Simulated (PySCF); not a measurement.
C₂H₄FSi (doublet state).
Cartesian coordinates in Å at the GFN2-xTB level; atoms count from 1:
```xyz
8
C2H4FSi angstrom
C     -1.4084   -0.1870   -0.1382
C     -0.2773    0.3177    0.3688
Si     1.3928    0.2020   -0.3948
F      2.5404    0.4895    0.7219
H     -2.3648   -0.0229    0.3300
H     -1.4116   -0.8025   -1.0221
H     -0.3510    0.9416    1.2538
H      1.8889   -0.9289   -1.1440
```

The hyperfine couplings belong to this conformer and change with its torsions.

The species is `C=C[SiH]F` [radical].

Computed, not measured: UKS B3LYP, pcH-1 on C F H Si, non-relativistic, mean-field spin-orbit, GIAO (PySCF 2.14.0). The structure is a single GFN2-xTB conformer in the gas phase; no vibrational or solvent corrections. The geometry wasn't refined by DFT: couplings that depend on bond lengths, twists or pyramidal angles can differ widely from those at the functional's own minimum, by a factor of two or more for some ions and for spin on atoms past the first row. The SCF solution wasn't tested for stability.

Principal values of hyperfine tensors in MHz (contact, dipolar and spin–orbit terms together), for some of the nuclei:

| atom | isotope | A1 | A2 | A3 |
| --- | --- | --- | --- | --- |
| F4 | 19F | 7.71 | 10.35 | 393.83 |
| H8 | 1H | 74.13 | 83.00 | 90.77 |
| C2 | 13C | 15.25 | 34.73 | 46.24 |
| C1 | 13C | 1.59 | 2.62 | 53.37 |
| H6 | 1H | -16.97 | -13.25 | -4.43 |
| H5 | 1H | -19.09 | -11.22 | -0.49 |
| H7 | 1H | -0.28 | 2.84 | 8.30 |

(1) Give the isotropic coupling of each nucleus in MHz and in mT (g = 2.0024), and the anisotropic part.

(2) What spin density at the nucleus of H8 lies behind its contact coupling (g_N = 5.58569)?

(3) Si3 (29Si, g_N = -1.11058) isn't in the table. Its spin density at the nucleus is 0.5645 bohr⁻³. What is its contact coupling?

(4) Which nucleus of the table has the largest anisotropic coupling, and what is its form?

(5) What first-order splitting does F4 cause when the field lies along A1, A2 or A3 of its tensor (g taken as isotropic, no quadrupole term)?

## Answers

(1) a_iso is a third of the trace, T = A − a_iso, and a(mT) = a(MHz)/(g × 13.996). The tensors hold a spin–orbit part: the run splits a_iso into a_FC + a_SO, and T includes its anisotropic share.

| atom | a_iso (MHz) | a_FC | a_SO | a_iso (mT) | T1 | T2 | T3 |
| --- | --- | --- | --- | --- | --- | --- | --- |
| F4 | 137.30 | 135.75 | 1.54 | 4.899 | -129.58 | -126.95 | 256.53 |
| H8 | 82.63 | 82.62 | 0.01 | 2.948 | -8.50 | 0.36 | 8.14 |
| C2 | 32.07 | 32.07 | 0.00 | 1.144 | -16.83 | 2.66 | 14.17 |
| C1 | 19.19 | 19.23 | -0.04 | 0.685 | -17.60 | -16.57 | 34.18 |
| H6 | -11.55 | -11.55 | 0.00 | -0.412 | -5.42 | -1.70 | 7.12 |
| H5 | -10.26 | -10.26 | 0.00 | -0.366 | -8.83 | -0.95 | 9.78 |
| H7 | 3.62 | 3.62 | 0.00 | 0.129 | -3.90 | -0.78 | 4.68 |

(2) a_FC = (2μ0/3) gₑ μB g_N μN ρ(0)/(2S·h) = 800.24 MHz × g_N × ρ(0)/(2S), with ρ in bohr⁻³. With a_FC = 82.62 MHz and 2S = 1, ρ(0) = 0.01848 bohr⁻³. In magnitude that is 5.8 % of the 1/π = 0.318 of a free hydrogen atom.

(3) By the same relation, a_FC = -501.7 MHz. The spin–orbit term adds +1.04 MHz. Its full tensor has the principal values -657.02, -422.82, -422.11 MHz.

(4) F4: -129.6, -126.9, 256.5 MHz (the dipolar term alone has -130.2, -128.0, 258.2), axial, in the ratio −1:−1:+2.

(5) 2 lines (I = 1/2), spaced by |A_i|/(g × 13.996): 0.28, 0.37, 14.05 mT along the axes of A1, A2 and A3.

On an Arm Neoverse V1 with one thread, shared host, this took 14 s (with the writing of density and orbital grids) and 0.58 GiB of memory at its peak.
